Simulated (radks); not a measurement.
Problem. These are the eigenvalues of the occupied orbitals of an atom or ion with whole-number occupations (hartree). All-electron calculation, Dirac Kohn-Sham, PBE, spin-unpolarised, spherical densities, finite nucleus; Fermi nuclear charge, rms radius of each element as measured or else 0.836 A^(1/3) + 0.57 fm. Program: a radial shooting solver on a logarithmic mesh with Libxc functionals.

1s1/2: -585.6756
2s1/2: -79.49559
2p1/2: -72.36605
2p3/2: -69.85209
3s1/2: -12.49527
3p1/2: -9.90614
3p3/2: -9.52074
3d3/2: -4.97746
3d5/2: -4.91020
4s1/2: -1.73507
4p1/2: -1.09877
4p3/2: -1.05588
5s1/2: -0.30675

Which element is it, and in what charge state? The configuration may be excited. Open shells, if any, fill j = l - 1/2 first.

Solution. Z = 38, strontium, charge +1: Sr+ in [Kr] 5s1. The list shows which subshells hold electrons but not how many an open one holds; the 1s level, -585.68 hartree, gives Z - s = 34.2 by -(Z - s)^2/2, which with screening and relativity narrows Z to a few neighbours, and the depths of the outer levels then fix element, charge and occupations together.
